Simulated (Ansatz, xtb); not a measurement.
**AsH5Si: where a starting geometry ends**

The starting geometry of this gas-phase singlet has its atoms placed at random.

```xyz
7

As   -0.7718   -1.5253   -0.2216
Si    0.4846    1.5489    0.8548
H     0.6508   -0.3672    1.3504
H     1.3268   -0.0534    0.0008
H    -0.8903    0.1137    0.9210
H     0.9083   -0.7589   -1.1574
H     0.1394    0.1178   -0.0205
```

Q: One run relaxed it with r2SCAN-D4/def2-SVP. What is a likely outcome?

A: It ends as `[SiH3][AsH2]`. Contacts that open: Si2–H7 (1.71 → 2.86 Å). Contacts that close: As1–Si2 (3.49 → 2.37 Å), As1–H6 (2.07 → 1.53 Å), As1–H7 (1.89 → 1.53 Å), Si2–H3 (1.99 → 1.49 Å), Si2–H4 (2.00 → 1.49 Å), Si2–H5 (1.99 → 1.49 Å).

The energy falls by 10.49 eV over 42 steps:

```csv
step,E − E(last) (eV)
1,10.493
6,4.863
10,2.912
15,2.332
19,2.301
24,2.287
28,2.278
33,1.078
37,0.025
42,0.000
```

Final geometry (Å):

```xyz
7

As   -0.3357   -1.3474   -0.5804
Si    0.2812    0.3476    0.9637
H     0.7370   -0.3122    2.2237
H     1.3665    1.2449    0.4650
H    -0.9302    1.1691    1.2618
H     1.1231   -1.6802   -0.8766
H    -0.3942   -0.3460   -1.7297
```

From the same start GFN2-xTB reaches the same bonding as this run.

From so rough a start the end depends on the optimiser's path, so another program may land elsewhere. The end wasn't checked by frequencies. Run with Ansatz 0.2.0, 58 s on 2 threads of Arm Neoverse V1, with other jobs on the host.
